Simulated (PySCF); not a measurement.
Z-matrix (Å, degrees):
```
Hf
Cl 1 2.3377
Cl 1 2.3379 2 109.48
Cl 1 2.3380 2 109.42 3 119.93
Cl 1 2.3380 2 109.43 4 120.10
```
Charge 0, multiplicity 1.

Q: What charge on the central atom (Mulliken), dipole moment, HOMO–LUMO gap, total energy, LUMO and HOMO does PBE-D3(BJ)/def2-TZVP // BP86-D3(BJ)/def2-SVP in PySCF give?

A: 
| Property | Value |
|---|---|
| charge on the central atom (Mulliken) | 1.09 e |
| dipole moment | 0.00 D |
| HOMO–LUMO gap | 5.26 eV |
| total energy | -51388.32 eV |
| LUMO | -3.06 eV |
| HOMO | -8.32 eV |
